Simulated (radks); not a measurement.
The numbers below are computed, except where a source is named.
Charge is removed step by step from the 5p down level of the platinum ion Pt+, starting from [Kr] 4d10 4f14 5s2 5p(up 3, down 3) 5d9. Code: a radial shooting solver on a logarithmic mesh with Libxc functionals. Model: non-relativistic Kohn-Sham, PBE, spin-polarised, spherical densities, point nucleus; open shells are filled with parallel spins first (spin-orbit coupling, left out, can overturn this in heavy ions); relativity is left out, which matters for an element this heavy.

removed (e)  E - E(0) (eV)  eigenvalue (eV)  E minus straight line (eV)
0                    0.000          -58.367                       0.000
0.125                7.396          -59.974                      -0.734
0.25                14.995          -61.611                      -1.265
0.375               22.800          -63.277                      -1.589
0.5                 30.815          -64.969                      -1.703
0.625               39.043          -66.687                      -1.605
0.75                47.488          -68.428                      -1.290
0.875               56.151          -70.193                      -0.756
1                   65.037          -71.979                       0.000

Removing the whole electron costs 65.037 eV by Delta-SCF, against 58.367 eV from minus the eigenvalue at the starting occupation. Slater's transition state (half an electron removed) gives 64.969 eV. Integrating minus the eigenvalue over the occupation (Janak's theorem) gives 65.037 eV. The mean slope of the eigenvalue, de/dn, is 13.6 eV per electron.
